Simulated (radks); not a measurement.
All-electron atom: Ar II in [Ne] 3s2 3p4 7f1 (not the ground configuration). Method: scalar-relativistic Kohn-Sham, SCAN, spin-polarised, spherical densities, finite nucleus; open shells are filled with parallel spins first; meta-GGA in the generalised Kohn-Sham scheme; Fermi nuclear charge, rms radius 3.4274 fm; computed with a radial shooting solver on a logarithmic mesh with Libxc functionals.

Normalised radial functions P(r) = r R(r), r in bohr:

r	3p down	7f up
0.002794	0.0005	0.0000
0.00391	0.0010	0.0000
0.005428	0.0018	0.0000
0.007595	0.0034	0.0000
0.01054	0.0063	0.0000
0.01475	0.0118	0.0000
0.02065	0.0217	0.0000
0.02866	0.0388	0.0000
0.0401	0.0684	0.0000
0.05567	0.1146	0.0000
0.0779	0.1845	0.0000
0.1081	0.2733	0.0000
0.1513	0.3689	0.0000
0.2118	0.4262	0.0001
0.294	0.3805	0.0002
0.4114	0.1670	0.0005
0.5711	-0.1974	0.0014
0.7991	-0.6165	0.0035
1.118	-0.8679	0.0085
1.552	-0.8075	0.0184
2.172	-0.5084	0.0366
3.015	-0.2093	0.0678
4.22	-0.0476	0.1107
5.905	-0.0050	0.1082
8.197	-0.0002	-0.0066
11.47	0.0000	-0.1348
15.92	0.0000	0.0051
22.28	0.0000	0.1613
30.93	0.0000	-0.1217
43.28	0.0000	-0.1926
60.57	0.0000	-0.0131
84.08	0.0000	-0.0001

3p down: eigenvalue -32.765 eV, 1 radial node at r = 0.485 bohr, <r> = 1.48 bohr, 90 % of the charge inside 2.27 bohr. 7f up: eigenvalue -0.952 eV, 3 radial nodes at r = 8.09, 15.8, 27.6 bohr, <r> = 33.0 bohr, 90 % of the charge inside 45.1 bohr.
